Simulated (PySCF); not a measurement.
Job for PySCF: R-B3LYP/3-21G on CH5BSe (SMILES CB[SeH]), a point of a torsion scan.

```python
from pyscf import gto, scf, dft, mp
from pyscf.data.elements import chemcore

mol = gto.M(
    atom='''
    C    -0.92340639   -0.19430090    0.07264477
    B     0.30628617    0.71917259   -0.18805151
    Se    2.12891494    0.09551635    0.32999129
    H    -1.79870851    0.04991924   -0.52449635
    H    -0.71879968   -1.25985062   -0.02086406
    H    -1.20744011   -0.04081238    1.11798900
    H     0.21074819    1.81716902   -0.57838218
    H     2.39181651   -0.53369749   -0.93140043
    ''',
    basis='3-21g',
    charge=0, spin=0, verbose=3, max_memory=1800)
mf = dft.RKS(mol, xc='b3lyp')
mf.conv_tol = 1e-8
mf.max_cycle = 100
mf.kernel()
if not mf.converged:
    mf = mf.newton().run(mf.mo_coeff, mf.mo_occ)
```

Program output:

```
converged SCF energy = -2455.80057295828
```

The calculation finished and met its thresholds.

Cost: about 6 core-seconds (a rough figure).
